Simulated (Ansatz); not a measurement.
A structure relaxed at PBE-D4/def2-SVP in Ansatz, charge 1, singlet:

```xyz
9

Co   -3.363    0.453    0.856
Co    2.060   -0.795   -1.311
Co   -1.397    1.562    0.856
Co   -1.045   -0.310   -0.238
Co    5.110   -0.821   -0.110
O     3.636   -0.843   -0.801
O    -2.657   -0.820   -0.013
O    -2.884    1.935    1.518
O     0.540   -0.361   -0.757
```

(1) Give its formula.

(2) Summarise the bond lengths by kind (pairs closer than 1.2 times the sum of covalent radii, bridged metal pairs left out).

## Answers

(1) the cluster Co₅O₄⁺.

(2) 8 × Co–O 1.63 to 1.71 Å; 1 × Co–Co 2.20 Å.

An occupied level of the charge 1 singlet lies above an empty one (by up to 0.09 eV), so this SCF solution is probably not the lowest. This restricted singlet of an open-shell metal (gap down to -0.09 eV) wasn't tested against broken symmetry. The relaxation made no stability test and no search for a lower SCF solution. No other spin state of charge 1 was run. Another isomer (triplet) lies 12.02 eV lower at PBE0-D4/def2-TZVP; other spin states weren't run for this one.
